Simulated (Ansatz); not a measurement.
C2H8ClInO, SMILES `[CH3][In-]([CH3])([OH2+])[Cl]`, relaxed with RKS PBE-D4/def2-SVP in the Gaussian-basis code of Ansatz from a rough embedded geometry. The force threshold is 0.03 eV/Å; the program also tests the step.

The species carries charge 0 and has multiplicity 1. In takes the def2 core potential.

Start:

```xyz
13

C    -0.084    0.791   -1.803
In   -0.012    0.505    0.316
C     1.198   -1.263    0.693
O    -1.853    0.238    1.113
Cl    0.995    2.404    1.368
H    -1.064    0.427   -2.235
H    -0.075    1.925   -2.025
H     0.758    0.356   -2.292
H     1.927   -1.038    1.500
H     0.523   -2.094    1.119
H     1.667   -1.618   -0.215
H    -2.235   -0.543    0.551
H    -1.745   -0.091    1.909
```

```csv
step,energy (eV),largest force (eV/Å),largest move (Å)
1,-21930.5310,8.114,0.000
2,-21931.8563,1.257,0.195
3,-21932.1042,0.553,0.194
4,-21932.1804,0.886,0.192
5,-21932.2003,1.407,0.195
6,-21932.2776,0.143,0.164
7,-21932.3239,0.524,0.195
8,-21932.3634,1.088,0.195
9,-21932.4269,0.729,0.194
10,-21932.4518,0.198,0.113
11,-21932.4544,0.148,0.073
12,-21932.4567,0.084,0.030
13,-21932.4574,0.041,0.013
14,-21932.4575,0.036,0.009
15,-21932.4576,0.016,0.029
```

End:

```xyz
13

C    -0.143    1.023   -2.037
In    0.331    0.197   -0.096
C     1.301   -1.513    0.821
O    -1.883    0.039    0.882
Cl    0.246    2.021    1.597
H    -1.131    0.637   -2.354
H    -0.190    2.124   -1.946
H     0.618    0.742   -2.789
H     1.832   -1.166    1.727
H     0.540   -2.266    1.110
H     2.021   -1.986    0.126
H    -1.943   -0.683    1.537
H    -1.601    0.832    1.421
```

It took 24 s on 4 threads of an Arm Neoverse V2 on a shared host, with 0.19 GiB of host memory at the peak.
